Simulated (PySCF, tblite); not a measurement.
Isomers of C3H7ClF4Si2, one GFN2-xTB conformer each. Single-point energies are computed at PBE0/pcSseg-1 (PySCF, gas phase, no added dispersion term), electronic only.

```json
{"SMILES": "F[C@H]([SiH2]CCl)[SiH2]C(F)(F)F", "GFN2-xTB relative energy (kcal/mol)": "42.3"}
{"SMILES": "F[C@@H]([SiH3])[Si@H](Cl)CC(F)(F)F", "GFN2-xTB relative energy (kcal/mol)": "0.0"}
```

Conformers: `[F:1][C@H:2]([SiH2:3][CH2:4][Cl:5])[SiH2:6][C:7]([F:8])([F:9])[F:10]` with F1–C2–Si3–C4 178°, C2–Si3–C4–Cl5 -173°, F1–C2–Si6–C7 -172°; `[F:1][C@@H:2]([SiH3:3])[Si@H:4]([Cl:5])[CH2:6][C:7]([F:8])([F:9])[F:10]` with F1–C2–Si4–Cl5 -66°, C2–Si4–C6–C7 -162°.

Problem. What does PBE0/pcSseg-1 give for the same structures?

Solution. 
| SMILES | PBE0/pcSseg-1 E (Eh) | PBE0/pcSseg-1 (kcal/mol) | GFN2-xTB (kcal/mol) | point group |
| --- | --- | --- | --- | --- |
| F[C@@H]([SiH3])[Si@H](Cl)CC(F)(F)F | -1556.14859 | 0.0 | 0.0 | C1 |
| F[C@H]([SiH2]CCl)[SiH2]C(F)(F)F | -1556.08037 | 42.8 | 42.3 | C1 |

Both levels put the same isomer lowest. 

Problem. Which frontier levels, dipoles and rotational constants go with these structures?

Solution. 
```tsv
SMILES	HOMO (eV, PBE0/pcSseg-1)	LUMO (eV)	dipole (D)	A, B, C (MHz)
F[C@@H]([SiH3])[Si@H](Cl)CC(F)(F)F	-8.48	0.11	2.99	1282, 436.1, 399.7
F[C@H]([SiH2]CCl)[SiH2]C(F)(F)F	-8.18	-0.63	1.80	962.8, 504.9, 361.6
```

Problem. What happens when harmonic zero-point energies from GFN2-xTB frequencies are added?

Solution. 
```json
{"SMILES": "F[C@@H]([SiH3])[Si@H](Cl)CC(F)(F)F", "ZPE (kcal/mol)": "58.7", "electronic (kcal/mol)": "0.0", "with ZPE (kcal/mol)": "0.0"}
{"SMILES": "F[C@H]([SiH2]CCl)[SiH2]C(F)(F)F", "ZPE (kcal/mol)": "57.7", "electronic (kcal/mol)": "42.8", "with ZPE (kcal/mol)": "41.8"}
```

The zero-point energies span 1.0 kcal/mol. The order is unchanged.
